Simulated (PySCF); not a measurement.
## Exercise with solution: dipole moment from atomic charges

In(H)(Cl)(OMe) (CH4ClInO), SMILES [InH]([Cl])[O]C. Atoms are numbered in the order given.

```xyz
8

In    -0.4345     0.0477     0.0000
H     -2.1344    -0.1120     0.0000
Cl     0.6922     2.0977     0.0000
O      0.8802    -1.4410     0.0000
C      0.5410    -2.7939     0.0000
H      0.9602    -3.3003    -0.8899
H      0.9602    -3.3003     0.8899
H     -0.5500    -2.9967     0.0000
```
Charge 0, spin multiplicity 1.

The structure is a stationary point at PBE0-D3(BJ)/def2-SVP. The structure was generated by enumeration; whether it is a known compound was not checked. The def2 effective core potentials stand for the cores of In; spin–orbit coupling is left out. One conformer was computed; it need not be the lowest.

Charges (e) from r2SCAN/def2-TZVP (PySCF):

```csv
atom,Mulliken,ESP fit
In1,0.774,0.806
H2,-0.043,-0.150
Cl3,-0.392,-0.338
O4,-0.497,-0.470
C5,-0.111,0.074
H6,0.098,0.039
H7,0.098,0.039
H8,0.074,0.000
```

The dipole moment of the full density is 3.20 D.

Problem. What dipole moment does each set of point charges give, and which comes closer to that of the density?

Solution. 
μ = Σ q r, and 1 e Å = 4.8032 D.
Mulliken: Σ q r = (-0.866, -0.623, 0.000) e Å, |μ| = 5.12 D.
ESP fit: Σ q r = (-0.563, -0.441, 0.000) e Å, |μ| = 3.43 D.
ESP fit comes closer in size. Point charges leave out the atoms' own dipoles (lone pairs, polarised bonds); fits to the potential absorb them, partitions of the density don't.
